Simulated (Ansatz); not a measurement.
C2H6SiTe, SMILES `C=C([SiH3])[TeH]` at its PBE0-D4/def2-TZVP geometry, where that method's forces vanish. Total charge 0; spin multiplicity 1. Te: def2 effective core potential.

| atom | x (Å) | y (Å) | z (Å) |
| --- | --- | --- | --- |
| C1 | 0.772 | -0.378 | 1.476 |
| C2 | 0.496 | -0.154 | 0.193 |
| Si3 | -1.227 | 0.204 | -0.416 |
| Te4 | 2.016 | -0.329 | -1.258 |
| H5 | 1.771 | -0.592 | 1.847 |
| H6 | -0.017 | -0.352 | 2.223 |
| H7 | -1.697 | -0.891 | -1.303 |
| H8 | -1.229 | 1.470 | -1.195 |
| H9 | -2.136 | 0.334 | 0.755 |
| H10 | 1.252 | 0.688 | -2.323 |

Problem. For each bond, give half the difference of the two atoms' forces along it (eV/Å; positive pushes the atoms apart) under PBE-D4, r2SCAN-D4, B3LYP-D4, ωB97M-V in def2-TZVPP. (An estimate is asked.)

Solution. Computed: 
| bond | length (Å) | PBE-D4 | r2SCAN-D4 | B3LYP-D4 | ωB97M-V |
| --- | --- | --- | --- | --- | --- |
| C1–C2 | 1.332 | 0.40 | 0.21 | 0.02 | -0.06 |
| C1–H5 | 1.087 | 0.00 | -0.09 | -0.07 | -0.02 |
| C1–H6 | 1.087 | 0.02 | -0.06 | -0.08 | -0.04 |
| C2–Si3 | 1.862 | -0.14 | -0.09 | 0.02 | 0.12 |
| C2–Te4 | 2.108 | 0.08 | 0.11 | 0.27 | 0.03 |
| Si3–H7 | 1.486 | 0.07 | -0.02 | -0.07 | -0.11 |
| Si3–H8 | 1.487 | 0.07 | -0.02 | -0.08 | -0.11 |
| Si3–H9 | 1.488 | 0.08 | -0.02 | -0.09 | -0.13 |
| Te4–H10 | 1.659 | 0.24 | 0.02 | 0.07 | -0.12 |

B3LYP here is the variant with VWN-RPA as its local correlation; programs differ in this.
